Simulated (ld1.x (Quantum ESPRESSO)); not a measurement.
What one change does to a pseudopotential (S, TM semilocal)

```
Element                 : S
Generator               : ld1.x (Quantum ESPRESSO) 7.5
Type                    : norm-conserving Troullier–Martins (semilocal form)
Functional              : LDA (PZ)
Relativity              : scalar-relativistic
Frozen core             : [Ne]
Valence charge          : 6
Reference configuration : 3s2 3p4
Partial waves           : 3p (bound): rc 1.40 bohr; 3s (bound): rc 1.45 bohr
Local potential         : the s channel
Core correction         : none
```

All-electron outer shells of the reference configuration (LDA (PZ), scalar-relativistic, ld1.x):

```tsv
shell	level (eV)	outermost node (bohr)	outermost maximum (bohr)
2s	-210.79	0.13	0.39
2p	-156.52	–	0.33
3s	-17.28	0.60	1.40
3p	-7.11	0.58	1.59
```

Change: functional PBE.

Cutoffs: the cutoffs (Ry, on a coarse ladder) from which the occupation-weighted sum of valence levels, in a spherical-Bessel basis at the reference potential, stays within 10 and 1 mRy of its value at 400 Ry; they do not see the model core or the augmentation charge, which bear on the density cutoff. Errors are all-electron minus pseudo energies relative to the spin-unpolarised reference configuration.

**Question.** Predict the effect on cutoff, ghosts and configuration errors.

**Answer.** The potential gets neither clearly harder nor softer (40 Ry and 60 Ry → 40 Ry and 60 Ry); the number of tests with a reliable result goes from 9 to 7; of the 7 tests that both files solve, the error grows in 0 and shrinks in 7 by more than 15 % and 0.3 meV (median size 10.1 → 4.2 meV); neither file shows a bound ghost. A semilocal file is local in each channel, so a ghost entry of none says nothing of the separable form that plane-wave codes build from it.

| quantity | base | changed |
| --- | --- | --- |
| cutoff, loose | 40 Ry | 40 Ry |
| cutoff, tight | 60 Ry | 60 Ry |
| bound ghosts | none | none |
| error for 3s2 3p3, meV [ΔE 11.86 → 11.77 eV] | +3.9 | +1.6 |
| error for 3s2 3p2, meV [ΔE 34.24 → 34.05 eV] | +32 | +15 |
| error for 3s2 3p1, meV [ΔE 68.39 → 68.09 eV] | +125 | +57 |
| error for 3s1 3p5, meV [ΔE 10.24 → 10.31 eV] | +2.1 | 0.0 |
| error for 3s2 3p0, meV [ΔE 115.38 → 114.89 eV] | +355 | +166 |
| error for 3s1 3p4, meV [ΔE 22.66 → 22.65 eV] | +10 | +4.2 |
| error for 3s0 3p6, meV [ΔE 20.61 → 20.74 eV] | +9.4 | -0.9 |
| s: phases at 1.60 bohr within 0.05 rad from the reference energy up to (Ry; the scan ends near 5) | to the end of the scan | to the end of the scan |
| p: phases at 1.60 bohr within 0.05 rad from the reference energy up to (Ry; the scan ends near 5) | to the end of the scan | to the end of the scan |
